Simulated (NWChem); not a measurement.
Program: NWChem. System: C₂H₆Si, charge 0, spin multiplicity 1, at a geometry optimised with PBE/def2-SVP. The structure started from a generated list of species. Level: G0W0@PBE0/def2-TZVPD, RI basis def2-tzvpd-rifit.

The NWChem input:

```
start mol
memory heap 200 mb stack 700 mb global 1700 mb
geometry units angstroms nocenter noautoz
  Si     0.000000     0.000000    -0.759949
  C     -1.340333    -0.546610     0.501585
  H     -2.356413    -0.628839     0.066060
  H     -1.379642     0.054214     1.436019
  H     -1.039574    -1.579210     0.808052
  C      1.340333     0.546610     0.501585
  H      1.379642    -0.054214     1.436019
  H      1.039574     1.579210     0.808052
  H      2.356413     0.628839     0.066060
  symmetry group C2
end
basis spherical
  * library def2-tzvpd
end
basis "ri basis" bse spherical
  * library def2-tzvpd-rifit
end
dft
  xc pbe0
  iterations 100
  direct
  tolerances tight
end
task dft energy
gw
  method cdgw
  states alpha occ 4 vir 2
end
task dft gw
```

NWChem printed:

```
             Northwest Computational Chemistry Package (NWChem) 7.3.0
             --------------------------------------------------------

                                NWChem Input Module
                                -------------------

 Scaling coordinates for geometry "geometry" by  1.889725989
 (inverse scale =  0.529177249)

 Turning off AUTOSYM since
 SYMMETRY directive was detected!

                             Geometry "geometry" -> ""
                             -------------------------

 Output coordinates in angstroms (scale by  1.889725989 to convert to a.u.)

  No.       Tag          Charge          X              Y              Z
 ---- ---------------- ---------- -------------- -------------- --------------
    1 Si                  14.0000     0.00000000     0.00000000    -0.75994900
    2 C                    6.0000    -1.34033300    -0.54661000     0.50158500
    3 H                    1.0000    -2.35641300    -0.62883900     0.06606000
    4 H                    1.0000    -1.37964200     0.05421400     1.43601900
    5 H                    1.0000    -1.03957400    -1.57921000     0.80805200
    6 C                    6.0000     1.34033300     0.54661000     0.50158500
    7 H                    1.0000     1.37964200    -0.05421400     1.43601900
    8 H                    1.0000     1.03957400     1.57921000     0.80805200
    9 H                    1.0000     2.35641300     0.62883900     0.06606000

 Effective nuclear repulsion energy (a.u.)      96.3740300781

            Nuclear Dipole moment (a.u.)
            ----------------------------
        X                 Y               Z
 ---------------- ---------------- ----------------
    -0.0000000000     0.0000000000    -0.0000075589

      Symmetry information
      --------------------

 Group name             C2
 Group number              4
 Group order               2
 No. of unique centers     5

      Symmetry unique atoms

     1    2    3    4    5


 Summary of "ao basis" -> "" (spherical)
 ------------------------------------------------------------------------------
       Tag                 Description            Shells   Functions and Types
 ---------------- ------------------------------  ------  ---------------------
 *                         def2-tzvpd                 on all atoms

 new library libraries.bse/

 Summary of "ri basis" -> "" (spherical)
 ------------------------------------------------------------------------------
       Tag                 Description            Shells   Functions and Types
 ---------------- ------------------------------  ------  ---------------------
 *                      def2-tzvpd-rifit              on all atoms

                                 NWChem DFT Module
                                 -----------------

 Summary of "ao basis" -> "ao basis" (spherical)
 ------------------------------------------------------------------------------
       Tag                 Description            Shells   Functions and Types
 ---------------- ------------------------------  ------  ---------------------
 Si                        def2-tzvpd               15       43   6s5p3d1f
 C                         def2-tzvpd               13       37   6s3p3d1f
 H                         def2-tzvpd                5        9   3s2p

 Summary of "ao basis" -> "ao basis" (spherical)
 ------------------------------------------------------------------------------
       Tag                 Description            Shells   Functions and Types
[...]
   Bfn.  Coefficient  Atom+Function         Bfn.  Coefficient  Atom+Function
  ----- ------------  ---------------      ----- ------------  ---------------
     5      0.424264  1 Si s                 18     -0.370732  1 Si pz
     4      0.306189  1 Si s                  3     -0.181229  1 Si s
    21     -0.160240  1 Si pz                48      0.138829  2 C  s
   112      0.138829  6 C  s                  9      0.133455  1 Si pz
    15     -0.129259  1 Si pz                 6      0.123645  1 Si s

 Vector   17  Occ=0.000000D+00  E=-7.802080D-02  Symmetry=b
              MO Center= -3.3D-15, -3.2D-15, -7.3D-01, r^2= 3.2D+00
   Bfn.  Coefficient  Atom+Function         Bfn.  Coefficient  Atom+Function
  ----- ------------  ---------------      ----- ------------  ---------------
    20      0.490296  1 Si py                17      0.458488  1 Si py
    19     -0.237528  1 Si px                16     -0.160900  1 Si px
     8     -0.150982  1 Si py                14      0.142918  1 Si py
    48     -0.127579  2 C  s                112      0.127579  6 C  s
   101      0.089568  5 H  s                156     -0.089568  8 H  s

 Vector   18  Occ=0.000000D+00  E= 1.182202D-02  Symmetry=a
              MO Center=  4.4D-15, -1.7D-14,  8.3D-01, r^2= 1.0D+01
   Bfn.  Coefficient  Atom+Function         Bfn.  Coefficient  Atom+Function
  ----- ------------  ---------------      ----- ------------  ---------------
    48      3.904322  2 C  s                112      3.904322  6 C  s
    83     -1.979503  3 H  s                165     -1.979503  9 H  s
   101     -1.485739  5 H  s                156     -1.485739  8 H  s
    92     -1.449252  4 H  s                147     -1.449252  7 H  s
    49      1.291355  2 C  s                113      1.291355  6 C  s

 Vector   19  Occ=0.000000D+00  E= 1.816043D-02  Symmetry=b
              MO Center= -7.7D-15, -3.7D-15, -3.7D-01, r^2= 1.1D+01
   Bfn.  Coefficient  Atom+Function         Bfn.  Coefficient  Atom+Function
  ----- ------------  ---------------      ----- ------------  ---------------
    48      2.403248  2 C  s                112     -2.403248  6 C  s
    49      2.242313  2 C  s                113     -2.242313  6 C  s
    83     -1.280613  3 H  s                165      1.280613  9 H  s
    19      1.157681  1 Si px               101     -0.815412  5 H  s
   156      0.815412  8 H  s                 35     -0.588787  1 Si d  1

 center of mass
 --------------
 x =  -0.00000000 y =  -0.00000000 z =  -0.14872486

 moments of inertia (a.u.)
 ------------------
         143.978529113139         -84.735952254102          -0.000000000000
         -84.735952254102         312.969974551419          -0.000000000000
          -0.000000000000          -0.000000000000         261.843458257415

     Multipole analysis of the density
     ---------------------------------

     L   x y z        total         alpha         beta         nuclear
     -   - - -        -----         -----         ----         -------
     0   0 0 0      0.000000    -16.000000    -16.000000     32.000000

     1   1 0 0     -0.000000     -0.000000     -0.000000     -0.000000
     1   0 1 0     -0.000000     -0.000000     -0.000000      0.000000
     1   0 0 1      0.503549      0.251778      0.251778     -0.000008

     2   2 0 0    -20.853762    -79.404715    -79.404715    137.955669
     2   1 1 0     -0.467608    -26.818773    -26.818773     53.169938
     2   1 0 1      0.000000      0.000000      0.000000      0.000000
     2   0 2 0    -19.502319    -26.481513    -26.481513     33.460707
     2   0 1 1      0.000000      0.000000      0.000000      0.000000
     2   0 0 2    -23.953133    -41.515143    -41.515143     59.077152

 Task  times  cpu:       18.3s     wall:       18.3s

                                NWChem Input Module
                                -------------------

                                 NWChem GW Module
                                 ----------------

                             ***********************
                             ***        GW       ***
                             ***********************

 Summary of "ri basis" -> "ri basis" (spherical)
 ------------------------------------------------------------------------------
       Tag                 Description            Shells   Functions and Types
 ---------------- ------------------------------  ------  ---------------------
 Si                     def2-tzvpd-rifit            33      129   10s8p7d6f2g
 C                      def2-tzvpd-rifit            26       92   9s7p5d4f1g
 H                      def2-tzvpd-rifit            10       24   5s3p2d

                 Memory Information
                 ------------------
          Available GA per process is          1699.8 MBs
          Available stack per process is        700.0 MBs
          Available heap per process is           0.0 MBs

          Peak memory in Initialization
              Peak GA per process is                 12.6 MBs
              Peak stack per process is               0.4 MBs
              Peak heap per process is               13.0 MBs
              Memory not in MA per process            0.0 MBs

          Peak memory in CDGW Calculation
              Peak GA per process is                 16.0 MBs
              Peak stack per process is               3.2 MBs
              Peak heap per process is                3.5 MBs
              Memory not in MA per process            0.0 MBs

          Computing 2-center integrals
          Computing Inverse Cholesky factor
          Computing 3-center integrals
          Computing Vxc

          Computing Sigma_x
          Computing W(iw) on the imaginary grid
          Solving quasiparticle equations

                  Alpha Orbitals
          State     Energy (eV)     Error (eV)
          -----------------------------------
@GW        13        -13.278           0.004
@GW        14        -13.170           0.005
@GW        15        -10.457           0.002
@GW        16         -8.036           0.002
@GW        17         -0.258           0.005
@GW        18          1.509           0.003

     GW Timing Statistics
   ------------------------
   Init.   :          0.1s
     ERIs  :          1.7s
     Distr.:          0.0s
     Vxc   :          2.3s
   Vmo     :          0.0s
   iW      :          2.9s
   I_n     :          0.0s
   R_n     :          0.3s
   GW total:          7.4s

 Task  times  cpu:        7.4s     wall:        7.4s

 Total times  cpu:       25.7s     wall:       25.7s
```
